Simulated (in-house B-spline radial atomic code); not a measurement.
Configurations of Nb2+, with energies counted from [Kr] 4d3. Method: scalar-relativistic (X2C) SCAN, spin-polarised, spherical fractional occupations, Fermi nucleus of rms radius 4.324 fm. Calculated with a radial B-spline atomic code at the basis-set limit. Shells without spins written out take the highest spin.

Occupations are held fixed; configurations that lie above the ionisation limit could autoionise.

```csv
configuration,E - E(ref) (eV),highest orbital,its <r> (bohr)
"[Kr] 4d(1 up, 2 down)",2.0717,4d up,1.852
[Ar] 3d10 4s2 4p5 4d4,30.537,4d up,1.767
"[Ar] 3d10 4s2 4p(2 up, 3 down) 4d(0 up, 3 down) 5p(1 up, 0 down)",41.47,5p up,3.583
[Ar] 3d10 4s2 4p5 4d3 4f1,49.578,4f up,5.107
[Ar] 3d9 4s2 4p6 4d4,203.99,4d up,1.703
[Ar] 3d9 4s2 4p6 4d3 5s1,208.88,5s up,2.823
[Ar] 3d9 4s2 4p6 4d3 5d1,221.22,5d up,4.822
```

Problem. Order these further configurations by energy, lowest first.
A. [Ar] 3d10 4s2 4p5 4d3 5p1
B. [Kr] 4d2 5p1
C. [Ar] 3d(4 up, 5 down) 4s2 4p6 4d(1 up, 2 down) 5f(1 up, 0 down)
D. [Ar] 3d(5 up, 4 down) 4s2 4p6 4d(1 up, 3 down)
E. [Kr] 4d2 5f1

Solution. B (8.4807 eV), E (20.044 eV), A (40.485 eV), D (207.42 eV), C (229.18 eV).

Problem. How far above the reference does [Kr] 4d(0 up, 2 down) 5d(1 up, 0 down) lie?

Solution. 15.177 eV; its least bound orbital is 5d up with <r> = 5.114 bohr.

Problem. How far above the reference does [Ar] 3d10 4s2 4p5 4d3 5f1 lie?

Solution. 52.309 eV; its least bound orbital is 5f up with <r> = 9.006 bohr.

Problem. How far above the reference does [Ar] 3d9 4s2 4p6 4d3 5f1 lie?

Solution. 226.58 eV; its least bound orbital is 5f up with <r> = 9.068 bohr.
